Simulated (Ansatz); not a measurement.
Two isomers of C3H8OSi: A = `C[SiH]1CCO1`, B = `C/C=C(\O)[SiH3]`.

Gas-phase electronic energies from Ansatz, PBE0-D4/def2-TZVP geometries. CBS: MP2 limit from def2 TZ/QZ plus the TZ coupled-cluster correction, frozen cores. Functionals use def2-TZVPP. B3LYP here is the variant with VWN-RPA as its local correlation; programs differ in this. Each species was taken in one conformer, which may not be the lowest.

**Question.** Which is lower in electronic energy at CCSD(T)/CBS, and by how much? (An estimate is asked.)

**Answer.** The calculation gave: A, by 157.9 kJ/mol.

**Question.** Give E(B) − E(A) in kJ/mol with CCSD/def2-TZVPP, B3LYP-D4, B3LYP, PBE0-D4, MP2/def2-TZVPP, B2PLYP, PBE-D4. (Estimate.)

**Answer.** The calculation gave: CCSD/def2-TZVPP 160.4, B3LYP-D4 144.6, B3LYP 143.6, PBE0-D4 160.2, MP2/def2-TZVPP 168.0, B2PLYP 152.8, PBE-D4 146.2. None reverses the order clearly.

Largest T1 diagnostic: 0.012.

In def2-TZVPP, CCSD(T) changes the Hartree–Fock value by +4.3 kJ/mol (the triples alone add −3.4 kJ/mol) and MP2 by +15.4 kJ/mol. From PBE to PBE0 (25 % exact exchange), in def2-TZVPP and without D4, E(B) − E(A) moves by +14.2 kJ/mol.
